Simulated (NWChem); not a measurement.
Species: PbNH₃O, singlet; SMILES [Pb]([OH])[NH2]

```xyz
6

Pb     0.2848    -0.0226     0.0000
O     -1.0529    -1.6559     0.0000
H     -1.9803    -1.3899     0.0000
N     -1.2397     1.4805     0.0000
H     -2.2419     1.3103     0.0000
H     -1.0544     2.4796     0.0000
```
Atoms are numbered in this order, from 1.

Level: PBE0/def2-SVP with def2 effective core potentials on Pb (NWChem), optimised geometry, unscaled harmonic frequencies. Low-valent species are run as closed-shell singlets; no triplet was tried in these runs. def2 effective core potentials on Pb; no spin-orbit coupling.

```tsv
frequency (cm⁻¹)	IR intensity (km/mol)
163	6.7
247	201.1
307	91.3
381	58.0
532	87.5
546	31.7
562	87.6
742	29.9
1500	4.5
3570	8.8
3689	12.3
3879	28.0
```

```yaml
zero_point_energy: 23.0 kcal/mol
thermal correction to the enthalpy at 298.15 K (with zero-point energy): 27.0 kcal/mol
heat capacity Cv: 17.0 cal/(mol K)
entropy at 298.15 K and 1 atm (symmetry number 1): 76.0 cal/(mol K)
```

Rigid rotor and harmonic oscillator.
